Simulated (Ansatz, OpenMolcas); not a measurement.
**How methods differ on SiHCl2OF (SMILES O[Si](F)(Cl)Cl)**

The species is SiHCl2OF (6 atoms), meant as a singlet with charge 0. SMILES: `O[Si](F)(Cl)Cl`. The coordinates come from a PBE0-D4/def2-TZVP relaxation. This is one conformer, not always the lowest.

```xyz
6

O    -0.5077    0.4537    1.1225
Si    0.2195    0.0134   -0.2474
F     1.5832   -0.7267    0.0444
Cl   -0.9213   -1.2729   -1.3196
Cl    0.6180    1.6839   -1.2945
H    -0.9496   -0.2155    1.6485
```

Quantity: the vertical energy of the triplet above the singlet, in eV. The values are calculated.

| level | kind | program | value (eV) | less CCSD(T)/def2-SVP | CPU time (all runs) |
| --- | --- | --- | --- | --- | --- |
| HF/def2-SVP | Hartree–Fock | Ansatz | 8.32 | -0.67 | 23 s |
| PBE/def2-SVP | GGA | Ansatz | 7.53 | -1.46 | 19 s |
| TPSS/def2-SVP | meta-GGA | OpenMolcas | 7.78 | -1.21 | 75 s |
| M06-2X/def2-SVP | hybrid meta-GGA | OpenMolcas | 8.90 | -0.09 | 86 s |
| wB97X/def2-SVP | range-separated hybrid | Ansatz | 8.96 | -0.03 | 99 s |
| PBE-QIDH/def2-SVP | double hybrid | Ansatz | 8.99 | 0.00 | 27 s |
| CCSD(T)/def2-SVP | coupled cluster or CI | Ansatz | 8.99 | 0.00 | 70 s |
| CCSD/def2-SVP | coupled cluster or CI | Ansatz | 9.03 | +0.04 | 59 s |

Differences are taken from CCSD(T)/def2-SVP for orientation; it has basis-set and higher-order errors of its own. The values span 7.53 to 9.03 eV. A triplet this far above the singlet is often a Rydberg-like or dissociative state; sets without diffuse functions put Rydberg states too high. Times are those of the runs behind each value, whatever else they computed, on shared processors of several kinds: orders of magnitude only.
